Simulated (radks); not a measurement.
The antimony anion Sb- inside a hard spherical wall (all orbitals vanish at R), configuration held at [Kr] 4d10 5s2 5p4 and not refilled when levels cross. All-electron calculation, scalar-relativistic Kohn-Sham, r2SCAN, spin-polarised, spherical densities, finite nucleus; open shells are filled with parallel spins first (spin-orbit coupling, left out, can overturn this in heavy ions); meta-GGA in the generalised Kohn-Sham scheme; Fermi nuclear charge, rms radius 4.6802 fm. Program: a radial shooting solver on a logarithmic mesh with Libxc functionals. Eigenvalues in eV for spin up, with the zero of energy where the potential of the charges vanishes at infinity; a dash marks a level that is unbound or too diffuse for the functional's potential to be trusted. A positive occupied level is held by the wall or, in an anion where self-interaction has pushed it up, behind a barrier. The pressure on the wall is -dE/dV.

\begin{tabular}{lrrrrrrrrr}
R (bohr) & E (hartree) & kinetic (hartree) & e(4p) & e(4d) & e(5s) & e(5p) & e(6s, empty) & e(5d, empty) & pressure (GPa) \\ \hline
15 & -6482.23751 & 6779.659 & -97.890 & -27.745 & -7.513 & 0.256 & 3.036 & 4.147 & 0.00165 \\
8 & -6482.21971 & 6779.749 & -96.857 & -26.717 & -6.629 & 1.073 & 6.796 & 8.192 & 0.523 \\
7 & -6482.19656 & 6779.860 & -96.087 & -25.956 & -6.044 & 1.683 & 9.035 & 9.681 & 1.72 \\
5 & -6481.95336 & 6780.902 & -91.745 & -21.718 & -2.848 & 5.494 & 22.076 & 16.999 & 29.1 \\
3.5 & -6480.52256 & 6786.079 & -80.735 & -11.226 & 7.359 & 18.554 & 63.351 & 38.077 & 446 \\
3 & -6478.73582 & 6792.195 & -72.623 & -3.580 & 17.333 & 31.075 & 99.991 & 56.433 & 1390 \\
2.5 & -6474.29848 & 6807.164 & -58.365 & 10.147 & 39.159 & 57.572 & 171.04 & 92.029 & 5310 \\
2 & -6461.14907 & 6850.166 & -29.628 & 39.718 & 96.433 & 123.68 & 328.00 & 171.39 & 26700 \\
1.5 & -6411.63366 & 6997.973 & 42.855 & 120.22 & 282.11 & 323.82 & 745.21 & 385.19 & 199000 \\
\end{tabular}
